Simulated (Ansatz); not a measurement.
Reaction (ligand exchange at the Si–S bond): `S[SiH](Cl)Cl` + HI → `Cl[SiH](Cl)I` + H₂S

Gas-phase electronic energies from Ansatz, PBE0-D4/def2-TZVP geometries. CCSD(T)/CBS adds triple-zeta CCSD(T) − MP2 to the extrapolated MP2 energy (def2 sets, frozen cores). This one scheme is used for every species. DFT in def2-TZVPP. def2 core potentials past Kr. For I outer-core shells are correlated without core-valence functions, which leaves a few kJ/mol of doubt a bond. Each species was taken in one conformer, which may not be the lowest.

`S[SiH](Cl)Cl`:

Z-matrix (Å, degrees):
```
Si
Cl 1 2.036
Cl 1 2.042 2 110.0
S 1 2.113 2 105.8 3 121.1
H 1 1.474 2 109.1 3 -116.8
H 4 1.346 1 92.9 2 -178.6
```

HI:

```xyz
2

I    -0.559   -0.460   -0.353
H     0.559    0.460    0.353
```

`Cl[SiH](Cl)I`:

Z-matrix (Å, degrees):
```
Si
Cl 1 2.034
I 1 2.417 2 110.1
Cl 1 2.034 2 109.2 3 121.0
H 1 1.472 2 108.9 3 -120.2
```

H₂S:

Cartesian coordinates in Å:
```
S -0.407 0.098 0.457
H 0.702 0.732 0.048
H -0.296 -0.830 -0.505
```

| species | PBE0 energy (Eh) |
| --- | --- |
| `S[SiH](Cl)Cl` | -1608.91232 |
| HI | -298.31821 |
| `Cl[SiH](Cl)I` | -1507.97535 |
| H₂S | -399.26243 |

**Question.** Work out ΔE.

**Answer.** ΔE = (-1507.97535) + (-399.26243) − (-1608.91232) − (-298.31821) = -0.00725 Eh = -19.0 kJ/mol. CCSD(T)/CBS gives -23.1 kJ/mol.

Largest T1 diagnostic among the species: 0.010.

Leaving LDA and LC-ωPBE aside and taking each functional with its dispersion term where it has one, the values, not all of them listed here, spread over 9.1 kJ/mol, from BHLYP-D4 to B97M-V. At CCSD(T), def2-SVP lies +7.3 kJ/mol from the extrapolated value and def2-TZVPP +6.5 kJ/mol.
